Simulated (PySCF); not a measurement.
C7H9P3.
Atom-mapped SMILES: `[CH3:1][c:2]1[p:3][cH:4][p:5][c:6]([CH:7]2[CH2:8][CH2:9]2)[p:10]1` (hydrogens: H11, H12, H13 on C1; H14 on C4; H15 on C7; H16, H17 on C8; H18, H19 on C9)

Structure used (PBE0-D3(BJ)/def2-SVP), in Å, numbered top down from 1:
```
atom  x, y, z in Å
C1     3.5303   -1.1736    0.3786
C2     2.3343   -0.3089    0.0394
P3     2.7257    1.2358   -0.6527
C4     1.2184    2.0306   -0.9507
P5    -0.4431    1.6449   -0.7269
C6    -0.4899    0.0432   -0.0216
C7    -1.8335   -0.5282    0.2807
C8    -3.0434   -0.2326   -0.5768
C9    -2.9655    0.3337    0.7968
P10    0.8000   -1.0440    0.4119
H11    3.5502   -1.4302    1.4500
H12    3.5113   -2.1232   -0.1804
H13    4.4750   -0.6615    0.1383
H14    1.3513    3.0279   -1.3931
H15   -1.7926   -1.5412    0.6965
H16   -3.7330   -1.0586   -0.7700
H17   -2.8947    0.4471   -1.4219
H18   -2.7568    1.4035    0.8990
H19   -3.6004   -0.0854    1.5820
```

The calculation used TDDFT PBE0/def2-SVPD, vertical, gas phase, core orbitals frozen in the response (PySCF 2.14.0, density-fitted response routines).

Transition dipole moments from the ground state, in atomic units and in the frame of the coordinates above (overall signs are arbitrary), for the states with f of 0.002 or more among the lowest 8:

```
state  E (eV)      μx      μy      μz
   S1   3.491  -0.203   0.244  -0.091
   S2   3.555   0.010   0.084   0.193
   S3   3.604   0.008   0.114   0.278
   S5   3.818   0.019   0.133   0.290
   S6   3.997  -0.756  -0.356   0.195
   S7   4.517   0.687   0.978  -0.457
   S8   4.604  -1.776   0.503  -0.155
```

(1) Work out the oscillator strengths.

(2) Which bond between heavy atoms lies closest to the direction of the S8 transition dipole?

(3) What angle do the transition dipoles of S6 and S7 make?

(4) What peak molar absorption coefficient would the strongest computed level give as a lone Gaussian band 0.4 eV wide at half height?

Results:

(1) f = (2/3) ΔE |μ|² with ΔE in hartree (27.2114 eV).

| state | \|μ\|² (au) | \|μ\| (D) | f |
| --- | --- | --- | --- |
| S1 | 0.109 | 0.84 | 0.009 |
| S2 | 0.044 | 0.54 | 0.004 |
| S3 | 0.090 | 0.76 | 0.008 |
| S5 | 0.102 | 0.81 | 0.010 |
| S6 | 0.736 | 2.18 | 0.072 |
| S7 | 1.638 | 3.25 | 0.181 |
| S8 | 3.430 | 4.71 | 0.387 |

(2) P3–C4, at 13° from it; next C1–C2 at 21°.

(3) |cos θ| = |μa·μb| / (|μa| |μb|) = 0.87, so θ ≈ 29° (taken between 0 and 90°, since the signs are arbitrary).

(4) ε(max) = 2.175×10⁸ f / FWHM, with the width in cm⁻¹. S8: 2.175×10⁸ × 0.3869 / 3226 ≈ 26000 L mol⁻¹ cm⁻¹.

The vertical ionisation energy (ΔSCF) is 8.35 eV, 3.75 eV above S8.

One conformer stands for the species.
